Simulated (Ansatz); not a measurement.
Cost and result for the atomization energy of `B[CH2][Ga]([CH3])[F]` (12 atoms, 11 bonds).

Cartesian coordinates in Å:
```
B -1.3927 -1.0028 -1.1365
C -1.5559 -0.0617 0.0400
Ga 0.3040 -0.0203 0.7585
C 1.9135 0.9396 0.2274
F 0.4492 -0.9993 2.2202
H -1.5326 -2.1855 -1.0001
H -1.0269 -0.5875 -2.2018
H -2.1339 -0.4086 0.8979
H -1.7318 0.9922 -0.1951
H 2.3550 1.4341 1.0941
H 2.6439 0.2227 -0.1560
H 1.7081 1.6769 -0.5486
```

Total charge 0; spin multiplicity 1. Correlated methods include outer-core shells of Ga, which these sets cover unevenly. Scalar relativity is left out up to krypton. Geometry: relaxed with PBE0-D4/def2-TZVP. It is one conformer, not always the lowest. Program: Ansatz. All runs use 4 threads of an Arm Neoverse V2 on a shared host. Times are those of one run each, without the atoms' runs, and a repeat can differ threefold. Electronic energies, without spin–orbit coupling; frozen cores. CCSD(T)/CBS adds CCSD(T) − MP2 in def2-TZVPP to the MP2 limit, and its time is that of the two runs behind it. T1 = 0.013. With those shells the extrapolation isn't a true limit. B3LYP takes the VWN-RPA correlation (the form of Gaussian; ORCA's B3LYP/G).

CCSD(T)/CBS is a level of theory with its own doubt, some kJ/mol a heavy atom from the limit and from the frozen cores, so smaller differences don't rank the functionals.

```tsv
level	functions	wall time
PBE-D4/def2-TZVPP (with forces)	270	2.6 s
PBE0-D4/def2-TZVPP	270	3.1 s
B3LYP-D4/def2-TZVPP (with forces)	270	4.8 s
r2SCAN-D4/def2-TZVPP (with forces)	270	4.9 s
B2PLYP/def2-TZVPP	270	6 s
ωB97X-V/def2-TZVPP	270	8 s
ωB97M-V/def2-TZVPP (with forces)	270	12 s
MP2/def2-QZVPP	527	25 s
CCSD(T)/def2-TZVPP	270	4.4 min
CCSD(T)/CBS(def2)	–	4.9 min
```

(1) What atomization energy does each give, and how far from CCSD(T)/CBS? (Best estimate.)

## Answers

(1) Ansatz gave: 
| level | atomization (kcal/mol) | difference from CCSD(T)/CBS | per bond |
| --- | --- | --- | --- |
| PBE-D4/def2-TZVPP (with forces) | 1049.4 | 12.3 | 1.1 |
| PBE0-D4/def2-TZVPP | 1037.6 | 0.5 | 0.0 |
| B3LYP-D4/def2-TZVPP (with forces) | 1034.1 | -3.0 | -0.3 |
| r2SCAN-D4/def2-TZVPP (with forces) | 1042.7 | 5.6 | 0.5 |
| B2PLYP/def2-TZVPP | 1027.7 | -9.4 | -0.9 |
| ωB97X-V/def2-TZVPP | 1038.4 | 1.3 | 0.1 |
| ωB97M-V/def2-TZVPP (with forces) | 1037.2 | 0.1 | 0.0 |
| MP2/def2-QZVPP | 1045.4 | 8.3 | 0.7 |
| CCSD(T)/def2-TZVPP | 1017.5 | -19.6 | -1.8 |
| CCSD(T)/CBS(def2) | 1037.1 | 0.0 | 0.0 |

In def2-TZVPP, CCSD(T) changes the Hartree–Fock value by +226.2 kcal/mol (the triples alone add +12.5 kcal/mol) and MP2 by +242.4 kcal/mol; breaking electron pairs costs correlation energy, which Hartree–Fock lacks. From PBE to PBE0 (25 % exact exchange), in def2-TZVPP and without D4, the atomization energy moves by −11.0 kcal/mol: exact exchange takes away binding that semilocal exchange gives to molecules. The D4 term adds +8.3 kcal/mol with B3LYP and +4.4 kcal/mol with PBE0; it sums over pairs of atoms, weighted by their polarisabilities, and B3LYP, whose exchange is more repulsive, gets the larger term.
